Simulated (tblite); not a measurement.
A tight-binding relaxation on `N#C/C=C\C1=C[CH2][GeH2][SiH2]1`.

Computed with GFN2-xTB geometry optimisation, gas phase (tblite 0.8.0). Start geometry: from a force field or distance geometry. The command runs a driver script over a list of jobs; the input below is this job's line of settings and its coordinates in Å.

Command:
```bash
OMP_NUM_THREADS=1 python probes_run.py task.json out
```

Input:
```
{"job": {"kind": "relax", "xc": "GFN2-xTB", "basis": "xTB"}, "charge": 0, "multiplicity": 1}
N      2.123800     1.345300     2.582100
C      2.332900     1.100300     1.483100
C      2.646800     0.783700     0.149900
C      1.839800     0.302800    -0.760100
C      0.398300    -0.036700    -0.462300
C     -0.341900    -0.517000    -1.381900
C     -1.722700    -0.866500    -1.229200
Ge    -2.400600    -0.462800     0.532400
Si    -0.301500     0.263000     1.185700
H      3.672700     0.989500    -0.173000
H      2.261100     0.124500    -1.742700
H      0.098500    -0.705200    -2.431700
H     -2.366100    -0.367700    -1.996000
H     -1.870200    -1.988700    -1.401400
H     -2.848700    -1.712500     1.316400
H     -3.456700     0.660500     0.551200
H      0.266000    -0.595200     2.224500
H     -0.340200     1.688900     1.541300
```

Output:
```
step      E/eV     max force
  0    -649.92406    5.351
  1    -650.36020    2.934
  2    -650.49087    1.908
  3    -650.46277    3.448
  4    -650.54935    0.472
  5    -650.57582    0.508
  6    -650.62253    0.996
  7    -650.64625    0.636
  8    -650.66408    0.381
  9    -650.67628    0.359
... (22 lines left out)
 32    -650.77230    0.029
 33    -650.77244    0.031
 34    -650.77253    0.021
 35    -650.77258    0.016
 36    -650.77261    0.019
 37    -650.77264    0.024
 38    -650.77268    0.023
 39    -650.77271    0.014
 40    -650.77272    0.010
 41    -650.77274    0.009
```

«max force» is the largest atomic force in eV/Å.

From which step on does the largest force stay under 0.1 eV/Å, and how much energy is left to gain from there?

From step 27 (0.088 eV/Å), 1.7 meV above the end.

Main results: energy lowered by 19.6 kcal/mol over 41 steps; largest atomic force 0.009 eV/Å at the end.

The run took 0.42 s on one thread of an Arm Neoverse V1, no GPU (shared host).
Labels such as C1 count atoms from 1, the log's own numbers from 0.
